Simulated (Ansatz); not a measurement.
`F[C@H]1O[C@H]1[SiH3]` and `C[C@@H]1O[C@H]1F` differ in one atom or group (the configuration at a centre changes too).

Ansatz, PBE0-D4/def2-TZVP geometries, multiplicity 1. 

| property | `F[C@H]1O[C@H]1[SiH3]` |
| --- | --- |
| HOMO–LUMO gap (ωB97M-V/def2-TZVPP) / eV | 12.95 |
| HOMO energy (PBE0/def2-TZVPP) / eV | -8.40 |
| LUMO energy (PBE/def2-TZVPP) / eV | -0.31 |
| HOMO energy (B3LYP/def2-TZVPP) / eV | -8.16 |
| LUMO energy (PBE0/def2-TZVPP) / eV | 0.62 |
| HOMO energy (PBE/def2-TZVPP) / eV | -6.81 |

(1) Give the same properties after the change, and the shifts. (An estimate is asked.)

Answers

(1) The calculation gave: 
```tsv
property	`C[C@@H]1O[C@H]1F`	shift
HOMO–LUMO gap (ωB97M-V/def2-TZVPP) / eV	13.73	0.78
HOMO energy (PBE0/def2-TZVPP) / eV	-8.53	-0.13
LUMO energy (PBE/def2-TZVPP) / eV	0.65	0.96
HOMO energy (B3LYP/def2-TZVPP) / eV	-8.29	-0.13
LUMO energy (PBE0/def2-TZVPP) / eV	1.43	0.81
HOMO energy (PBE/def2-TZVPP) / eV	-6.88	-0.07
```

With PBE0 the HOMO falls by 0.13 eV and the LUMO rises by 0.81 eV, so the gap widens by about 0.94 eV. PBE moves the HOMO by -0.07 eV and ωB97M-V by -0.15 eV.

B3LYP here is the variant with VWN-RPA as its local correlation; programs differ in this.
